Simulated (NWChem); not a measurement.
C$_{3}$H$_{4}$ClF; SMILES C/C(Cl)=C\F

```xyz
9

C     -1.6412    -0.2042     0.0000
C     -0.1615     0.0103     0.0000
Cl     0.3895     1.6824     0.0000
C      0.7684    -0.9431     0.0000
F      0.4228    -2.2468     0.0000
H     -2.1022     0.2503     0.8846
H     -1.8571    -1.2758     0.0000
H     -2.1022     0.2503    -0.8846
H      1.8402    -0.7818     0.0000
```
Atoms are numbered in this order, from 1.

Computed with NWChem. Medium grid unless said otherwise, to which SCAN and Minnesota functionals are sensitive. Coordinates come from a B3LYP/6-31G* (spherical d) optimisation.

Task: Among these, which level gives the highest value of “orbital gap (eV)”?
A) PBE0/def2-SVP
B) TPSSh/def2-SVP
C) PBE/def2-SVP
D) Hartree-Fock/def2-SVP

Result: D, Hartree-Fock/def2-SVP. Values: PBE/def2-SVP 5.06; TPSSh/def2-SVP 6.17; PBE0/def2-SVP 7.33; Hartree-Fock/def2-SVP 14.16
